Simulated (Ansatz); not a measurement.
Computed with Ansatz on PBE0-D4/def2-TZVP structures; ΔE is electronic, products minus reactants. CCSD(T)/CBS is the MP2 limit (def2-TZVPP, def2-QZVPP) plus CCSD(T) − MP2 in def2-TZVPP, frozen cores. Functionals use def2-TZVPP. For Ge outer-core shells are correlated without core-valence functions, which leaves a few kJ/mol of doubt a bond. Scalar relativity is left out up to krypton. One conformer a species, not always the lowest.

`[OH][GeH]([F])[S][SiH3]` + `O=C(O)O` → `O=C(O)O[SiH3]` + `[OH][GeH]([F])[SH]`  (ligand exchange at the Si–S bond)

```json
{"level": "ωB97M-V", "ΔE (kJ/mol)": "-18.5"}
{"level": "SCS-MP2/def2-TZVPP", "ΔE (kJ/mol)": "-24.5"}
{"level": "HF/def2-QZVPP", "ΔE (kJ/mol)": "-36.2"}
{"level": "HF/CBS(def2)", "ΔE (kJ/mol)": "-36.5"}
```

(1) What does CCSD(T)/CBS give? (An estimate is asked.)

Largest T1 diagnostic among the species: 0.014.

Answers

(1) Ansatz gave: -18.9 kJ/mol. The listed levels differ from it by 0.4, -5.6, -17.3, -17.6 kJ/mol.

In def2-TZVPP, CCSD(T) changes the Hartree–Fock value by +12.1 kJ/mol (the triples alone add +2.3 kJ/mol) and MP2 by +15.3 kJ/mol. The D4 term adds +5.4 kJ/mol with B3LYP and +2.9 kJ/mol with PBE0; it sums over pairs of atoms, weighted by their polarisabilities, and B3LYP, whose exchange is more repulsive, gets the larger term.

B3LYP here is the variant with VWN-RPA as its local correlation; programs differ in this.
